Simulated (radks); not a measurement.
All-electron atom: P in [Ne] 3s2 3p3.

All-electron calculation, non-relativistic Kohn-Sham, PBEsol, spin-polarised, spherical densities, point nucleus; open shells are filled with parallel spins first; hard spherical wall at 20 bohr. Program: a radial shooting solver on a logarithmic mesh with Libxc functionals.

Energy parts (hartree):
total: -340.52939
kinetic: 340.00207
electron-nucleus: -811.46931
Hartree: 153.34307
exchange-correlation: -22.40521

Orbitals (lengths in bohr, moments of r in powers of bohr; <r^-3> diverges for s and p1/2; r(90%) holds 90 % of the orbital's charge):
orbital  occ.  eigenvalue (hartree)   <1/r>  r(90%)  <r^-3>
1s up       1             -76.20136   14.55   0.186       -
1s down     1             -76.18996   14.55   0.186       -
2s up       1              -6.33224   2.802   0.821       -
2s down     1              -6.32046   2.802   0.820       -
2p up       3              -4.55934   2.703   0.814   62.65
2p down     3              -4.54327   2.703   0.813   62.60
3s up       1              -0.53907  0.7191    2.88       -
3s down     1              -0.43959  0.7190    2.93       -
3p up       3              -0.22981  0.5814    3.66   3.801
3p down     0              -0.13696  0.5585    3.98   3.557

The highest occupied level is 3p up at -6.253 eV. Summed over all electrons, <r^2> = 30.33 bohr^2, which gives a Langevin (diamagnetic) susceptibility term of -24 x 10^-6 cm^3/mol.
